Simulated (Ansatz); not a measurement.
Relaxation of MoSeBr4⁺ with UKS r2SCAN-D4/def2-SVP.

```sh
$ ansatz run in.yaml --threads 4 --pin off --events-out ev --progress --plain --max-ram 4787MiB
```

```yaml
crystal:
  periodic: [false, false, false]
  atoms:
    - {symbol: Mo, position_ang: [0.000099, -0.000162, 0.029918]}
    - {symbol: Se, position_ang: [0.004930, -0.007687, 2.243375]}
    - {symbol: Br, position_ang: [2.384722, 0.015146, -0.573665]}
    - {symbol: Br, position_ang: [-0.014451, 2.387856, -0.560075]}
    - {symbol: Br, position_ang: [-2.387134, -0.011004, -0.563323]}
    - {symbol: Br, position_ang: [0.011833, -2.384148, -0.576240]}
basis:
  gaussian: {orbitals: def2-SVP}
total_charge: 1
magnetization: {spin_polarized: true, initial_magnetization: 1}
hamiltonian: {xc: r2scan, dispersion: d4}
scf: {lower_state_search: "off"}
output: {orbitals: {seedname: orbitals}}
relax: {f_tol: 0.02, max_steps: 100}
```

Run time 2 min (4 threads of Intel Xeon on a shared host).

Positions (Å) and forces (eV/Å) at steps 1, 2, 4, 6, 7, 8, 9, 10, 11, 12, 13, 14, 16 of 16:

```xyz
6
step=1 energy=-347345.9076 eV
Mo    0.000    0.000    0.030    0.002   -0.004    0.650
Se    0.005   -0.008    2.243   -0.001    0.002   -0.427
Br    2.385    0.015   -0.574   -0.199   -0.001   -0.055
Br   -0.014    2.388   -0.560    0.001   -0.197   -0.057
Br   -2.387   -0.011   -0.563    0.198    0.001   -0.056
Br    0.012   -2.384   -0.576   -0.001    0.199   -0.055
6
step=2 energy=-347345.9062 eV rejected
Mo    0.000   -0.001    0.123    0.000   -0.002   -0.648
Se    0.005   -0.008    2.311    0.001   -0.001    0.336
Br    2.326    0.015   -0.613    0.172    0.001    0.078
Br   -0.014    2.329   -0.601   -0.002    0.173    0.078
Br   -2.329   -0.011   -0.603   -0.173    0.001    0.078
Br    0.011   -2.326   -0.616    0.001   -0.171    0.078
6
step=4 energy=-347345.9292 eV
Mo    0.000   -0.001    0.074    0.006   -0.014   -0.002
Se    0.005   -0.008    2.272    0.000    0.000    0.002
Br    2.356    0.016   -0.591   -0.001    0.003    0.001
Br   -0.015    2.359   -0.579   -0.002    0.004   -0.002
Br   -2.358   -0.010   -0.581   -0.002    0.004   -0.001
Br    0.011   -2.356   -0.594   -0.001    0.003    0.002
6
step=6 energy=-347345.9294 eV
Mo    0.002   -0.004    0.073    0.034   -0.073    0.007
Se    0.006   -0.010    2.272   -0.001    0.001    0.006
Br    2.356    0.021   -0.590    0.000    0.015    0.001
Br   -0.017    2.356   -0.580   -0.009    0.029   -0.013
Br   -2.357   -0.006   -0.582   -0.018    0.018   -0.008
Br    0.009   -2.357   -0.592   -0.006    0.010    0.006
6
step=7 energy=-347345.9302 eV
Mo    0.004   -0.008    0.073    0.076   -0.161    0.015
Se    0.008   -0.013    2.271   -0.001    0.003    0.014
Br    2.357    0.027   -0.589    0.000    0.036    0.003
Br   -0.020    2.352   -0.582   -0.018    0.064   -0.028
Br   -2.354    0.002   -0.583   -0.041    0.037   -0.017
Br    0.006   -2.360   -0.590   -0.016    0.022    0.013
6
step=8 energy=-347345.9341 eV
Mo    0.008   -0.017    0.072    0.169   -0.351    0.031
Se    0.011   -0.020    2.270   -0.003    0.006    0.032
Br    2.359    0.043   -0.586   -0.001    0.072    0.006
Br   -0.027    2.343   -0.587   -0.045    0.137   -0.062
Br   -2.350    0.016   -0.585   -0.088    0.085   -0.036
Br   -0.001   -2.365   -0.584   -0.031    0.050    0.028
6
step=9 energy=-347345.9518 eV
Mo    0.017   -0.036    0.070    0.372   -0.703    0.063
Se    0.018   -0.035    2.267   -0.007    0.013    0.074
Br    2.362    0.073   -0.578   -0.011    0.135    0.017
Br   -0.044    2.324   -0.599   -0.105    0.279   -0.128
Br   -2.339    0.051   -0.588   -0.185    0.175   -0.076
Br   -0.014   -2.377   -0.571   -0.064    0.102    0.051
6
step=10 energy=-347346.0133 eV
Mo    0.037   -0.074    0.066    0.758   -1.057    0.124
Se    0.032   -0.063    2.262   -0.019    0.021    0.144
Br    2.368    0.128   -0.562   -0.048    0.145    0.042
Br   -0.084    2.288   -0.622   -0.236    0.473   -0.218
Br   -2.315    0.120   -0.595   -0.350    0.282   -0.139
Br   -0.040   -2.399   -0.550   -0.105    0.136    0.047
6
step=11 energy=-347346.1229 eV
Mo    0.074   -0.123    0.064    1.111   -0.918    0.218
Se    0.056   -0.098    2.258   -0.032    0.025    0.171
Br    2.383    0.178   -0.532   -0.104    0.051    0.060
Br   -0.167    2.244   -0.658   -0.270    0.593   -0.239
Br   -2.274    0.220   -0.603   -0.558    0.211   -0.192
Br   -0.072   -2.421   -0.529   -0.147    0.038   -0.018
6
step=12 energy=-347346.0944 eV rejected
Mo    0.188   -0.217    0.070   -0.312    0.709    0.093
Se    0.094   -0.139    2.266    0.037   -0.032   -0.017
Br    2.436    0.238   -0.473    0.070   -0.070   -0.044
Br   -0.346    2.206   -0.725    0.934    0.596    0.023
Br   -2.215    0.367   -0.622   -0.733   -0.933    0.051
Br   -0.156   -2.455   -0.516    0.004   -0.270   -0.105
6
step=13 energy=-347346.2162 eV
Mo    0.137   -0.169    0.073    0.239    0.007    0.024
Se    0.074   -0.116    2.272    0.011   -0.011   -0.038
Br    2.411    0.223   -0.502   -0.034   -0.095    0.047
Br   -0.217    2.251   -0.699   -0.180   -0.022   -0.002
Br   -2.270    0.248   -0.611   -0.045    0.116   -0.042
Br   -0.136   -2.438   -0.533    0.009    0.005    0.012
6
step=14 energy=-347346.2153 eV rejected
Mo    0.190   -0.141    0.066   -0.187   -0.084    0.059
Se    0.101   -0.095    2.263    0.016   -0.009   -0.055
Br    2.474    0.155   -0.465   -0.056    0.065   -0.047
Br   -0.313    2.243   -0.686    0.136    0.036    0.016
Br   -2.283    0.237   -0.628    0.027   -0.020   -0.012
Br   -0.169   -2.399   -0.549    0.063    0.010    0.040
6
step=16 energy=-347346.2264 eV
Mo    0.162   -0.159    0.071   -0.004    0.015   -0.005
Se    0.097   -0.108    2.268   -0.006   -0.003    0.006
Br    2.434    0.188   -0.490   -0.002   -0.004   -0.012
Br   -0.273    2.252   -0.681    0.010    0.009    0.010
Br   -2.269    0.251   -0.640   -0.011    0.001   -0.007
Br   -0.151   -2.425   -0.528    0.013   -0.017    0.008
```

In the def2 sets Mo takes a core potential; there is no spin–orbit coupling. In the charge 1 doublet, Br4 and Br5 lie 2.83 Å apart (atoms count from 1), so these atoms are partly bonded to each other. The relaxation made no stability test and no search for a lower SCF solution. No other spin state of charge 1 was run.
